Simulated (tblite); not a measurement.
A geometry optimisation, step by step.

C₂H₁₀OSeSi₂.
Atom-mapped SMILES: `[OH:1][SiH2:2][Se:3][CH2:4][CH2:5][SiH3:6]` (hydrogens: H7 on O1; H8, H9 on Si2; H10, H11 on C4; H12, H13 on C5; H14, H15, H16 on Si6)

Computed with GFN2-xTB (tblite), gas phase: L-BFGS steps from a force-field or distance-geometry start until the largest atomic force falls under 0.01 eV/Å. 9 of its 177 geometries are shown.

Step 0: E = -547.6772 eV, largest atomic force 2.475 eV/Å
```
atom  x, y, z in Å  |  force x, y, z in eV/Å
O1      4.358   -0.915   -0.048   -1.599   0.844   1.690
Si2     3.007    0.134    0.216    1.846  -0.418   0.067
Se3     1.127   -1.036   -0.191    0.812  -0.901  -0.417
C4     -0.450   -0.317    0.639   -1.022  -0.205   0.954
C5     -1.513   -0.163   -0.414   -0.107   0.059  -0.941
Si6    -3.052    0.528    0.381   -0.830   0.644   0.457
H7      4.609   -1.371    0.792   -0.233   0.480  -1.314
H8      3.079    0.667    1.593   -0.099  -0.268  -0.163
H9      3.191    1.289   -0.667    0.001  -0.300  -0.090
H10    -0.847   -1.055    1.391    0.668   0.558  -0.413
H11    -0.297    0.647    1.149    0.342  -0.361  -0.163
H12    -1.782   -1.128   -0.897    0.521   0.488   0.186
H13    -1.160    0.531   -1.204   -0.089  -0.462   0.246
H14    -3.944   -0.569    0.763    0.016   0.084   0.027
H15    -2.643    1.305    1.575   -0.158  -0.154  -0.167
H16    -3.690    1.459   -0.555   -0.070  -0.091   0.040
```

Step 22: E = -548.2391 eV, largest atomic force 0.237 eV/Å
```
atom  x, y, z in Å  |  force x, y, z in eV/Å
O1      4.377   -0.641    0.158   -0.124   0.075  -0.037
Si2     2.973    0.153    0.285   -0.112  -0.197  -0.068
Se3     1.224   -1.292   -0.168    0.119   0.104   0.012
C4     -0.374   -0.357    0.613   -0.006  -0.017   0.022
C5     -1.479   -0.115   -0.394    0.049  -0.007  -0.005
Si6    -3.078    0.575    0.403    0.004   0.019  -0.015
H7      4.528   -1.502    0.538   -0.041  -0.039  -0.004
H8      2.776    0.658    1.635   -0.071   0.040   0.140
H9      3.089    1.187   -0.722   -0.002   0.031  -0.068
H10    -0.711   -1.013    1.418    0.020   0.064  -0.016
H11    -0.001    0.578    1.033   -0.018  -0.057   0.015
H12    -1.721   -1.053   -0.900    0.039   0.018   0.025
H13    -1.116    0.565   -1.168   -0.012   0.004   0.034
H14    -3.971   -0.525    0.782    0.099   0.016   0.037
H15    -2.751    1.381    1.587    0.015  -0.053  -0.063
H16    -3.772    1.412   -0.577    0.041  -0.001  -0.007
```

Step 44: E = -548.2747 eV, largest atomic force 0.056 eV/Å
```
atom  x, y, z in Å  |  force x, y, z in eV/Å
O1      4.273   -0.605    0.192    0.012   0.015   0.007
Si2     2.863    0.175    0.294   -0.033   0.024   0.038
Se3     1.223   -1.356   -0.131    0.031  -0.019  -0.023
C4     -0.342   -0.388    0.629    0.012  -0.016   0.002
C5     -1.405   -0.102   -0.406   -0.025   0.012   0.002
Si6    -2.996    0.584    0.390   -0.023  -0.005   0.001
H7      4.339   -1.527    0.432    0.038   0.008  -0.015
H8      2.604    0.679    1.645    0.030  -0.001  -0.039
H9      2.941    1.224   -0.711   -0.007  -0.044   0.014
H10    -0.719   -1.029    1.426   -0.037  -0.022   0.004
H11     0.052    0.528    1.065   -0.025   0.006   0.029
H12    -1.640   -1.024   -0.941   -0.013   0.000  -0.011
H13    -1.009    0.593   -1.148    0.009   0.019   0.002
H14    -3.808   -0.537    0.868    0.015   0.015   0.015
H15    -2.645    1.440    1.526    0.004   0.017  -0.027
H16    -3.739    1.352   -0.609    0.011  -0.009   0.002
```

Step 66: E = -548.3171 eV, largest atomic force 0.079 eV/Å
```
atom  x, y, z in Å  |  force x, y, z in eV/Å
O1      4.221   -0.438    0.228   -0.023   0.062  -0.027
Si2     2.730    0.177    0.331   -0.006  -0.011  -0.016
Se3     1.237   -1.526    0.054   -0.033   0.007  -0.038
C4     -0.413   -0.604    0.677    0.006  -0.026   0.045
C5     -1.293   -0.054   -0.422    0.048  -0.033   0.053
Si6    -2.869    0.689    0.354   -0.006  -0.002   0.032
H7      4.381   -1.376    0.180    0.001  -0.043   0.014
H8      2.508    0.733    1.661    0.012   0.019   0.026
H9      2.588    1.154   -0.737    0.012   0.042  -0.022
H10    -0.936   -1.369    1.251   -0.054  -0.006   0.007
H11    -0.089    0.183    1.358    0.051  -0.037  -0.008
H12    -1.557   -0.857   -1.113    0.014   0.029   0.000
H13    -0.750    0.699   -0.998   -0.014  -0.036   0.025
H14    -3.500   -0.335    1.191   -0.014   0.014  -0.035
H15    -2.482    1.817    1.208   -0.014   0.005  -0.044
H16    -3.783    1.118   -0.701    0.021   0.016  -0.012
```

Step 88: E = -548.3417 eV, largest atomic force 0.045 eV/Å
```
atom  x, y, z in Å  |  force x, y, z in eV/Å
O1      4.134   -0.340    0.056   -0.013  -0.005  -0.011
Si2     2.630    0.202    0.294   -0.012  -0.001  -0.008
Se3     1.241   -1.599    0.098    0.002  -0.025   0.024
C4     -0.439   -0.770    0.752   -0.008   0.017   0.000
C5     -1.205   -0.053   -0.335   -0.010  -0.008  -0.016
Si6    -2.801    0.758    0.324    0.027   0.024  -0.004
H7      4.349   -1.266    0.150    0.010   0.044   0.004
H8      2.465    0.735    1.645    0.001  -0.007  -0.021
H9      2.394    1.194   -0.747    0.007  -0.019   0.014
H10    -1.018   -1.598    1.162   -0.006   0.023   0.014
H11    -0.153   -0.097    1.562    0.000  -0.024   0.003
H12    -1.452   -0.769   -1.121    0.001  -0.006  -0.022
H13    -0.569    0.707   -0.793   -0.012  -0.008   0.006
H14    -3.450   -0.131    1.287   -0.007  -0.022  -0.022
H15    -2.439    2.009    0.993   -0.003   0.017   0.023
H16    -3.694    1.029   -0.804    0.020  -0.002   0.015
```

Step 110: E = -548.3561 eV, largest atomic force 0.099 eV/Å
```
atom  x, y, z in Å  |  force x, y, z in eV/Å
O1      4.078   -0.297   -0.102    0.012  -0.077   0.054
Si2     2.563    0.151    0.238    0.018  -0.011  -0.009
Se3     1.211   -1.685    0.186   -0.004  -0.001   0.023
C4     -0.447   -0.782    0.805   -0.010   0.000   0.005
C5     -1.175   -0.063   -0.309    0.030  -0.004  -0.004
Si6    -2.770    0.780    0.303    0.029   0.007   0.044
H7      4.460   -1.098    0.253   -0.044   0.070  -0.054
H8      2.446    0.706    1.585   -0.002   0.026   0.013
H9      2.254    1.104   -0.814    0.003   0.007  -0.022
H10    -1.060   -1.571    1.243    0.004   0.008  -0.055
H11    -0.140   -0.100    1.598   -0.009   0.015   0.002
H12    -1.415   -0.778   -1.098   -0.009  -0.010   0.008
H13    -0.513    0.681   -0.756    0.006   0.005   0.004
H14    -3.541   -0.197    1.070   -0.052  -0.020   0.013
H15    -2.419    1.909    1.170    0.009  -0.016  -0.016
H16    -3.539    1.250   -0.848    0.020   0.001  -0.007
```

Step 132: E = -548.3652 eV, largest atomic force 0.053 eV/Å
```
atom  x, y, z in Å  |  force x, y, z in eV/Å
O1      4.036   -0.266   -0.136   -0.002   0.040  -0.009
Si2     2.521    0.175    0.207    0.009  -0.022  -0.005
Se3     1.228   -1.705    0.309    0.016   0.020  -0.003
C4     -0.464   -0.823    0.848   -0.011   0.023  -0.001
C5     -1.140   -0.086   -0.284   -0.004   0.004  -0.006
Si6    -2.732    0.787    0.299    0.027  -0.041  -0.021
H7      4.433   -1.058    0.214   -0.006  -0.037   0.014
H8      2.424    0.828    1.513   -0.012   0.004  -0.017
H9      2.174    1.042   -0.908   -0.003  -0.008   0.008
H10    -1.094   -1.625    1.234   -0.001  -0.007  -0.012
H11    -0.210   -0.151    1.668    0.019  -0.003   0.028
H12    -1.363   -0.788   -1.089   -0.025   0.001   0.010
H13    -0.455    0.656   -0.699   -0.007  -0.004   0.013
H14    -3.635   -0.181    0.923    0.003  -0.022  -0.015
H15    -2.361    1.801    1.287   -0.001   0.039   0.014
H16    -3.369    1.404   -0.862   -0.003   0.014   0.001
```

Step 154: E = -548.3680 eV, largest atomic force 0.033 eV/Å
```
atom  x, y, z in Å  |  force x, y, z in eV/Å
O1      4.046   -0.255   -0.098   -0.003  -0.009  -0.006
Si2     2.518    0.187    0.180    0.001   0.020   0.002
Se3     1.242   -1.699    0.327   -0.002  -0.002  -0.004
C4     -0.455   -0.825    0.867   -0.004   0.006   0.011
C5     -1.131   -0.086   -0.264    0.002  -0.002   0.005
Si6    -2.729    0.784    0.304    0.031   0.012  -0.003
H7      4.394   -1.089    0.205    0.008  -0.005   0.008
H8      2.386    0.896    1.453   -0.008  -0.005  -0.010
H9      2.174    1.006   -0.972    0.002  -0.003  -0.002
H10    -1.083   -1.633    1.245    0.000   0.003   0.000
H11    -0.201   -0.159    1.692   -0.004   0.000   0.005
H12    -1.357   -0.790   -1.067   -0.003   0.005  -0.005
H13    -0.444    0.653   -0.681   -0.009   0.012   0.007
H14    -3.667   -0.210    0.826   -0.001  -0.005   0.000
H15    -2.397    1.750    1.356    0.000  -0.019  -0.011
H16    -3.302    1.478   -0.849   -0.009  -0.005   0.004
```

Step 176: E = -548.3734 eV, largest atomic force 0.008 eV/Å
```
atom  x, y, z in Å  |  force x, y, z in eV/Å
O1      4.048   -0.309   -0.064    0.000   0.001   0.002
Si2     2.503    0.150    0.041    0.001  -0.002   0.001
Se3     1.228   -1.715    0.367    0.004  -0.005  -0.004
C4     -0.456   -0.816    0.903   -0.005   0.001  -0.004
C5     -1.075    0.008   -0.201   -0.006   0.001  -0.001
Si6    -2.746    0.756    0.328    0.002  -0.002   0.001
H7      4.386   -1.063    0.414    0.001   0.001   0.002
H8      2.270    1.031    1.185   -0.001   0.001  -0.001
H9      2.248    0.782   -1.243    0.000   0.003  -0.004
H10    -1.115   -1.628    1.212   -0.004  -0.002   0.000
H11    -0.216   -0.206    1.775    0.004   0.004   0.001
H12    -1.219   -0.619   -1.084    0.004   0.000   0.003
H13    -0.390    0.807   -0.491   -0.001  -0.005   0.000
H14    -3.668   -0.327    0.672    0.000   0.005   0.000
H15    -2.534    1.615    1.496    0.000  -0.001   0.000
H16    -3.272    1.543   -0.787    0.001  -0.001   0.002
```

**Question.** Summarise the path.

**Answer.** The energy falls by 16.05 kcal/mol from step 0 to step 176; nine tenths of that is first reached at step 60. It falls at every step. The largest force goes from 2.475 to 0.008 eV/Å. Among the bonds O1–Si2 changes most, from 1.730 to 1.616 Å; the atoms move by 0.741 Å rms after alignment.

**Question.** Follow the three bonds and two angles with the largest change from start to end.

**Answer.** 
```tsv
step	E above end (kcal/mol)	largest force (eV/Å)	O1–Si2 (Å)	Se3–C4 (Å)	C5–Si6 (Å)	Si2–Se3–C4 (°)	Si2–O1–H7 (°)
0	16.05	2.475	1.730	1.922	1.864	114.4	110.4
8	5.57	0.300	1.619	2.007	1.918	109.5	124.1
15	3.99	0.294	1.619	2.025	1.909	106.2	121.3
23	2.97	0.186	1.618	2.015	1.912	103.0	124.0
31	2.57	0.145	1.616	2.008	1.909	99.9	123.2
38	2.40	0.105	1.615	1.996	1.906	100.3	122.4
46	2.25	0.069	1.615	1.992	1.907	99.7	120.2
54	1.90	0.154	1.616	1.988	1.901	99.4	121.3
61	1.54	0.089	1.616	1.991	1.908	99.9	121.9
69	1.19	0.111	1.616	1.985	1.911	99.0	122.3
77	0.94	0.070	1.615	1.985	1.908	98.3	122.6
84	0.80	0.062	1.616	1.985	1.908	98.7	121.9
92	0.70	0.089	1.616	1.987	1.907	99.4	121.2
99	0.59	0.093	1.616	1.985	1.905	98.3	121.7
107	0.46	0.088	1.615	1.986	1.905	97.4	122.3
115	0.35	0.045	1.615	1.985	1.906	96.7	121.9
122	0.29	0.048	1.616	1.984	1.906	96.4	122.2
130	0.21	0.063	1.616	1.984	1.906	97.5	122.5
138	0.14	0.031	1.615	1.984	1.905	97.5	122.4
145	0.13	0.014	1.615	1.985	1.905	97.5	122.2
153	0.12	0.028	1.615	1.984	1.906	97.5	122.0
161	0.08	0.097	1.616	1.984	1.905	97.7	122.1
168	0.02	0.022	1.616	1.983	1.905	98.0	122.3
176	0.00	0.008	1.616	1.983	1.906	98.2	122.0
```

What follows is the cost of the whole relaxation. The run took 2.2 s of wall time on an Arm Neoverse N1 with one thread, shared host with 64 logical CPUs at a one-minute load of 59.
